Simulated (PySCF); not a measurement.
This script is equivalent to a calculation on Al (aluminium, neutral).

```python
from pyscf import gto, scf, dft, mp, cc
import basis_set_exchange as bse
mol = gto.M(atom="Al 0 0 0", charge=0, spin=1, symmetry="D2h",
            basis=gto.basis.parse(bse.get_basis("def2-TZVP", elements=["Al"], fmt="nwchem", header=False)))
mf = dft.UKS(mol, xc="M062X")
mf.irrep_nelec = {'Ag': (3, 3), 'B1u': (1, 1), 'B2u': (2, 1), 'B3u': (1, 1)}
mf.kernel()
```

(1) What total energy does it give?

(2) Which occupied shell lies highest, and where?

(3) What is ⟨S²⟩, and what would a pure spin state give?

## Answers

(1) -242.342 hartree (calculated).

(2) 3p α, at -4.258 eV.

(3) 0.753, against 0.75.
